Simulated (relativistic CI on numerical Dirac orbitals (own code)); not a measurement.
Calculated at this level of theory: Dirac-Coulomb-Breit CI, separate exchange-only KLI orbitals for each configuration, model QED (radiative potential, 1s self-energy scaled to tabulated hydrogen-like ionisation energies), unscaled Slater integrals (own radial code, finite nucleus).

The strongest absorption lines from the ground level of an ion, among the configurations computed and to levels below about 77.4 eV (vacuum wavelength in Å, gf): 165.58 (0.54), 168.89 (0.2), 169.32 (1.1), 174.11 (0.29), 175.86 (0.36), 176.01 (0.24), 176.43 (0.2), 192.40 (0.14).

**Question.** Which ion is it?
A. Ni⁷⁺
B. Ni⁹⁺
C. Ge¹¹⁺
D. Ni⁵⁺

**Answer.** A. Ni⁷⁺ has 21 electrons and the ground level 3s2 3p6 3d3 4F_3/2; the strongest line goes to 3s2 3p5 3d4 4G°_5/2. The pattern of lines fixes the number of electrons, and along that sequence the line energies rise steadily with the charge (about as its square where n changes within one kind of shell, about linearly where n is kept but much faster in heavy ions where fine structure, which grows about as Z⁴, sets the gap, and irregularly where shells cross), which fixes Z. Configurations outside the model, such as inner-shell arrays, can give stronger lines. At this charge configurations can still be misplaced by up to about 7 % of their energy. Terms inside the open d or f shell come out 10 to 20 % too wide with unscaled integrals. 14 of the 17 excited levels that our extract of the measured tables holds in this range could be paired (the sources list more); they are missed by 1979 cm⁻¹ on average and 4011 at most, and levels without a partner can miss by more. Some levels of the ground configuration have no partner and can miss by 10 % or more.

LS names give the leading component of a level, which can be under half, so a name can repeat, a term be missing and a line seem to break the LS rules.
